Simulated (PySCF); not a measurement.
revPBE single point of doublet ScH₂ at its PBE0 minimum.

Input, equivalent to the run apart from its starting density:

```python
from pyscf import gto, scf, dft
mol = gto.M(atom='''
Sc     0.015133    -0.035795     0.000000
H     -0.337525     0.798353     1.580731
H     -0.337525     0.798353    -1.580731''',
    basis={'Sc': 'def2-TZVP', 'H': 'def2-TZVP'},
    charge=0, spin=1)
mf = dft.UKS(mol, xc='PBE_R,PBE')
mf.grids.atom_grid = (75, 302)
aux = {'Sc': 'def2-universal-JKFIT', 'H': 'def2-universal-JKFIT'}
mf = mf.density_fit(auxbasis=aux)
mf.conv_tol = 1e-08
mf.diis_space = 10
mf.max_cycle = 60
mf.verbose = 4
mf.kernel()
```

Excerpt of the output:

```
init E= -761.707874983431
cycle= 1 E= -761.708052693063  delta_E= -0.000178  |g|= 0.0536  |ddm|= 0.107
cycle= 2 E= -761.697609996375  delta_E= 0.0104  |g|= 0.139  |ddm|= 0.247
cycle= 3 E= -761.709854620688  delta_E= -0.0122  |g|= 0.00491  |ddm|= 0.191
cycle= 4 E= -761.709868302773  delta_E= -1.37e-05  |g|= 0.00186  |ddm|= 0.00824
cycle= 5 E= -761.709869971922  delta_E= -1.67e-06  |g|= 0.00031  |ddm|= 0.00226
cycle= 6 E= -761.7098701097  delta_E= -1.38e-07  |g|= 0.000146  |ddm|= 0.00125
cycle= 7 E= -761.709870136119  delta_E= -2.64e-08  |g|= 9.34e-05  |ddm|= 0.000624
cycle= 8 E= -761.709870143532  delta_E= -7.41e-09  |g|= 1.91e-05  |ddm|= 0.000322
Extra cycle  E= -761.709870143299  delta_E= 2.33e-10  |g|= 3e-05  |ddm|= 6.28e-05
converged SCF energy = -761.709870143299  <S^2> = 0.75238222  2S+1 = 2.0023808
```

Other spin states or occupations of the open shell can lie lower.

This run, together with those of the ionised and electron-attached species (not shown), took 4.5 s on 2 threads of a shared Intel Xeon Platinum 8259CL @ 2.50GHz (Skylake/Cascade Lake) host, with 57 basis functions; the process peaked at 0.62 GiB.
